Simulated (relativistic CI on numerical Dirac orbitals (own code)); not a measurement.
**Ligand-field terms of d8**

Computed with a parametric ligand-field model of a d^n configuration (Racah B and C, spin-orbit zeta, crystal field), exact diagonalisation.

Field parameters in Wybourne normalisation: Oh B⁴₀ = 21Dq, B⁴₄ = √(5/14) B⁴₀; Td as Oh with Dq negative (B⁴₀ = 21Dq, B⁴₄ = √(5/14) B⁴₀). The field is a parameter set, without covalency.

(1) Lowest levels for B = 440, C = 1710, ζ = 140 cm⁻¹, Oh, 10Dq = 8550 cm⁻¹?

(2) Lowest levels for B = 780, C = 2730, ζ = 890 cm⁻¹, Td, 10Dq = -8500 cm⁻¹?

(3) Lowest levels for B = 500, C = 2140, ζ = 460 cm⁻¹, Oh, 10Dq = 12000 cm⁻¹?

(4) Lowest levels for B = 1030, C = 4000, ζ = 340 cm⁻¹, Oh, 10Dq = 16400 cm⁻¹?

(5) Lowest levels for B = 360, C = 1620, ζ = 270 cm⁻¹, Oh, 10Dq = 3800 cm⁻¹?

## Answers

(1) T2 0 (S 1.00), E 6793 (S 0.02), T1 8517 (S 1.00), E 8527 (S 0.99), T2 8589 (S 1.00), A2 8626 (S 1.00), A1 11962 (S 0.15), T1 12597 (S 1.00), A1 12612 (S 0.94) cm⁻¹, with S from ⟨S²⟩ = S(S + 1). The ground level has 2.00 electrons in the cubic e pair.

(2) A1 0 (S 1.00), T1 560 (S 1.00), E 1541 (S 1.00), T2 1766 (S 1.00), T2 8486 (S 0.93), T1 8617 (S 1.00), E 8756 (S 0.99), A2 9211 (S 1.00), T2 12173 (S 0.22) cm⁻¹, with S from ⟨S²⟩ = S(S + 1). The ground level has 3.92 electrons in the cubic e pair.

(3) T2 0 (S 1.00), E 8089 (S 0.04), T1 11893 (S 1.00), E 11920 (S 0.99), T2 12146 (S 1.00), A2 12275 (S 1.00), A1 14415 (S 0.11), T1 16928 (S 1.00), A1 16977 (S 0.96) cm⁻¹, with S from ⟨S²⟩ = S(S + 1). The ground level has 2.00 electrons in the cubic e pair.

(4) T2 0 (S 1.00), E 15632 (S 0.38), T1 16320 (S 1.00), T2 16500 (S 1.00), E 16535 (S 0.82), A2 16587 (S 1.00), A1 24874 (S 0.98), T1 25084 (S 1.00), T2 25339 (S 1.00) cm⁻¹, with S from ⟨S²⟩ = S(S + 1). The ground level has 2.00 electrons in the cubic e pair.

(5) T2 0 (S 1.00), E 3672 (S 0.99), T1 3746 (S 1.00), T2 3911 (S 1.00), A2 3979 (S 1.00), E 5803 (S 0.36), A1 5920 (S 1.00), T1 6128 (S 1.00), T2 6438 (S 1.00) cm⁻¹, with S from ⟨S²⟩ = S(S + 1). The ground level has 2.01 electrons in the cubic e pair.
